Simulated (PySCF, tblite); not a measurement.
Compound: C₄H₁₀BFS.
Atom-mapped SMILES: `[BH3-:1][S@+:2]([CH3:3])/[CH:4]=[CH:5]\[CH2:6][F:7]` (hydrogens: H8, H9, H10 on B1; H11, H12, H13 on C3; H14 on C4; H15 on C5; H16, H17 on C6)

Cartesian coordinates in Å at the GFN2-xTB level; atoms count from 1:
```
atom  x, y, z in Å
B1    -1.4613   -1.0996    0.6959
S2    -0.5058    0.6470    0.5987
C3    -1.7876    1.6880   -0.1672
C4     0.4922    0.3511   -0.8402
C5     1.6783   -0.2339   -0.7995
C6     2.3420   -0.7115    0.4484
F7     3.7065   -0.5995    0.3387
H8    -1.7898   -1.3207   -0.4225
H9    -2.3498   -0.8709    1.4437
H10   -0.6397   -1.8386    1.1223
H11   -2.2953    1.1224   -0.9424
H12   -2.4931    1.9467    0.6160
H13   -1.3311    2.5879   -0.5674
H14    0.0327    0.6523   -1.7673
H15    2.2322   -0.4076   -1.7114
H16    2.1288   -1.7740    0.6218
H17    2.0338   -0.1273    1.3223
```

Jobs on this species (17 atoms, 64 electrons) with PySCF (density fitting) and tblite. Hardware of each: one thread of an Arm Neoverse N1 (shared host). The host was shared with other jobs, so the times are rough.

```csv
level and settings,work,basis functions,SCF cycles,wall time
B3LYP/def2-SVPD,"8 singlets by full TDDFT, 3 Tamm–Dancoff triplets, polarisability",230,?,?
GFN2-xTB,L-BFGS relaxation,–,–,?
GFN2-xTB,Hessian by finite differences,–,–,0.82 s
PBE0/pcSseg-1,"shieldings, charges and field gradients",176,14,43 s
```

Fill in the missing figures.

- B3LYP/def2-SVPD; 8 singlets by full TDDFT, 3 Tamm–Dancoff triplets, polarisability: 81 s, 14 SCF cycles
- GFN2-xTB; L-BFGS relaxation: 1.6 s

What do all jobs in the table cost together?

About 2.1 min; the longest takes about 64 % of that, and about 99 times as long as the shortest.
